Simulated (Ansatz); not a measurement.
**How methods differ on C2HBF2 (SMILES C#CB(F)F)**

The species is C2HBF2 (6 atoms), meant as a singlet with charge 0. SMILES: `C#CB(F)F`. Geometry: optimised at B3LYP/def2-SVP.

Each level gives the adiabatic electron affinity (to the doublet anion, shapes relaxed at B3LYP/def2-SVP, no zero-point term) (eV). The values are calculated.

The electron affinity is E(neutral) − E(anion): positive where the electron is bound.

```csv
level,kind,program,value (eV),less CCSD(T)/def2-SVP,CPU time (all runs)
HF/def2-SVP,Hartree–Fock,Ansatz,-1.09,-0.17,2.9 s
SVWN5/def2-SVP,LDA,Ansatz,-0.26,+0.66,1.3 s
PBE/def2-SVP,GGA,Ansatz,-0.29,+0.63,3.2 s
B3LYP/def2-SVP,global hybrid,Ansatz,-0.34,+0.58,4.7 s
CAM-B3LYP/def2-SVP,range-separated hybrid,Ansatz,-0.42,+0.50,5.3 s
B2PLYP/def2-SVP,double hybrid,Ansatz,-0.65,+0.27,5.2 s
RPA@PBE/def2-SVP,RPA,Ansatz,-0.62,+0.30,5.6 s
MP2/def2-SVP,perturbation theory,Ansatz,-1.28,-0.36,2.6 s
CCSD(T)/def2-SVP,coupled cluster or CI,Ansatz,-0.92,0.00,23 s
```

Differences are taken from CCSD(T)/def2-SVP for orientation; it has basis-set and higher-order errors of its own. The values span -1.28 to -0.26 eV. Spin contamination of the reference (⟨S²⟩ at least 0.1 too high) touches HF/def2-SVP, MP2/def2-SVP, CCSD(T)/def2-SVP. Negative values mean that the anion is unbound at that level; they are set by how diffuse the basis is and aren't properties of the molecule. Times are those of the runs behind each value, whatever else they computed, on shared processors of several kinds: orders of magnitude only.
